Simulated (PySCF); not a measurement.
## Te (tellurium, neutral) across methods

[Kr] 4d10 5s2 5p3 5d1, high-spin 5D determinant (an excited configuration). Calculation: PySCF 2.14, in x2c-TZVPPall with one added diffuse shell each of s, p, d, f type (9s7p5d3f, 76 functions); scalar relativity by spin-free X2C-1e.

```csv
method,E (hartree),mean ε 5s β (eV),mean ε 5p α (eV),mean ε 5d α (eV),Σ⟨r²⟩ (bohr²),⟨S²⟩
PBE0,-6793.10,-17.587,-10.525,-0.899,81.84,6.001
PBE,-6793.02,-16.625,-9.267,-0.511,82.15,6.001
LDA,-6787.10,-17.118,-9.360,-0.477,82.02,6.000
r2SCAN,-6793.46,-16.597,-9.728,-0.472,81.85,6.001
UHF,-6790.63359,-19.200,-13.633,-1.811,82.70,6.002
HSE06,-6793.02,-17.325,-10.099,-0.586,82.10,6.001
wB97M-V,-6792.99,-19.855,-12.555,-1.848,81.28,6.001
TPSSh,-6793.17,-16.849,-9.878,-0.614,82.07,6.001
LC-wPBE,-6792.96,-20.306,-13.219,-2.126,80.66,6.002
```

The outer electron is Rydberg-like, and this basis confines it to a smaller radius and binds it less than a complete one would.
